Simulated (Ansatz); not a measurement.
CH₃BBrFO at its PBE0-D4/def2-TZVP geometry, where that method's forces vanish. Total charge 0; spin multiplicity 1. The bonds changed during the relaxation, so this is another structure than the one it started from.

```xyz
8

B     0.6062    0.6280    0.2712
C    -0.6162   -0.3542    0.2332
O    -0.6438   -1.5000   -0.3438
F    -1.7615   -0.0995    0.7597
Br   -0.0325    1.5963   -1.4411
H     0.5924    1.3680    1.2090
H     1.6202    0.0223    0.0353
H     0.2351   -1.6610   -0.7235
```

Problem. What forces (eV/Å) does r2SCAN-D4/def2-TZVPP give on these atoms in Ansatz 0.2.0? (An estimate is asked.)

Solution. The calculation gave: 
```
B1   0.063 -0.076  0.173
C2   0.499  0.362  0.033
O3  -0.076 -0.472 -0.218
F4  -0.430  0.086  0.180
Br5 -0.052  0.085 -0.135
H6   0.003 -0.013 -0.034
H7  -0.027  0.021  0.004
H8   0.019  0.007 -0.003
```
